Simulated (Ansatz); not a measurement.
Geometry optimisation, Ansatz, RKS PBE0-D4/def2-SVP.

The input (input.yaml):

```yaml
crystal:
  periodic: [false, false, false]
  atoms:
    - { symbol: Al, position_ang: [-0.368304, -0.525398, -0.787211] }
    - { symbol: C, position_ang: [0.485056, 2.229257, 0.746516] }
    - { symbol: C, position_ang: [-1.80579, -1.235024, 0.336411] }
    - { symbol: C, position_ang: [1.398122, -1.369709, -0.840959] }
    - { symbol: H, position_ang: [0.071013, 1.828449, -0.17891] }
    - { symbol: H, position_ang: [-0.623652, 0.74881, -1.622905] }
    - { symbol: H, position_ang: [-0.224654, 2.950881, 1.172357] }
    - { symbol: H, position_ang: [0.663238, 1.429526, 1.480365] }
    - { symbol: H, position_ang: [1.437442, 2.72887, 0.525321] }
    - { symbol: H, position_ang: [-2.458593, -0.43972, 0.730983] }
    - { symbol: H, position_ang: [-1.430185, -1.827934, 1.185601] }
    - { symbol: H, position_ang: [-2.453156, -1.904698, -0.258083] }
    - { symbol: H, position_ang: [1.97754, -1.09869, -1.737355] }
    - { symbol: H, position_ang: [1.34272, -2.469421, -0.786333] }
    - { symbol: H, position_ang: [1.989203, -1.045201, 0.0342] }
basis:
  gaussian: { orbitals: def2-SVP }
hamiltonian:
  xc: pbe0
  dispersion: d4
relax:
  f_tol: 0.03
  max_steps: 50
output:
  orbitals: {}
```

Run as:

```bash
$ ansatz run input.yaml --threads 2 --pin off --max-ram 3072MiB --backend cpu --events-out ev --progress --plain --runs-dir out
```

Where does it end, and by what steps?

The run converged. The force dipped under the threshold on the way, but the program's further checks kept it going. After 18 steps the energy has fallen by 0.154 eV; H13 moved furthest, 0.84 Å.

```csv
step,energy less start (eV),largest force component (eV/Å),accepted
0,0.0000,0.652,yes
1,-0.0729,0.152,yes
2,-0.0919,0.181,yes
3,-0.1043,0.187,yes
4,-0.1164,0.161,yes
5,-0.1252,0.249,yes
6,-0.1346,0.303,yes
7,-0.1397,0.133,yes
8,-0.1423,0.074,yes
9,-0.1432,0.225,yes
10,-0.1461,0.108,yes
11,-0.1484,0.051,yes
12,-0.1495,0.164,yes
13,-0.1515,0.069,yes
14,-0.1526,0.052,yes
15,-0.1531,0.113,yes
16,-0.1537,0.041,yes
17,-0.1539,0.005,yes
18,-0.1541,0.021,yes
```

```xyz
15
Properties=species:S:1:pos:R:3
Al -0.396 -0.459 -0.814
C 0.438 1.905 0.637
C -1.738 -1.031 0.499
C 1.449 -1.122 -0.761
H 0.082 1.885 -0.407
H -0.887 0.367 -2.094
H 0.026 2.808 1.107
H 0.093 1.033 1.214
H 1.534 1.935 0.644
H -2.487 -0.248 0.703
H -1.301 -1.346 1.461
H -2.298 -1.898 0.104
H 2.159 -0.434 -1.251
H 1.519 -2.082 -1.306
H 1.807 -1.313 0.264
```

Whether the end is a true minimum wasn't checked by a vibrational analysis.

Time of the run: 42 s on 2 threads of Arm Neoverse V2, with other jobs on the host, peak memory 0.25 GiB.
